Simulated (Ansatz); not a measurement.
Mulliken charges of `C[Se]B(F)Cl` from PBE/def2-TZVPP in Ansatz (PBE0-D4/def2-TZVP geometry).

```tsv
atom	x (Å)	y (Å)	z (Å)	charge (e)
C1	-0.840	0.870	-0.531	-0.349
Se2	-0.666	-0.130	1.132	0.029
B3	0.963	-1.097	0.786	0.216
F4	1.413	-1.908	1.724	-0.171
Cl5	1.881	-0.959	-0.702	-0.138
H6	-1.750	1.460	-0.437	0.137
H7	0.017	1.525	-0.660	0.138
H8	-0.926	0.182	-1.368	0.138
```

**Question.** By hand: the dipole of these point charges (1 e Å = 4.8032 D).

**Answer.** Σ q r = (-0.385, 0.350, -0.150) e Å, of length 0.542 e Å = 2.60 D.

**Question.** How does the dipole of the full density compare? (Estimate.)

**Answer.** Ansatz gave: (-0.221, 0.283, -0.240) e Å, 2.07 D; the point charges give 1.26 times that, at 20° from its direction.

Point charges leave out the atoms' own dipoles, such as those of lone pairs, and Mulliken's split depends on the basis, so the two needn't agree.
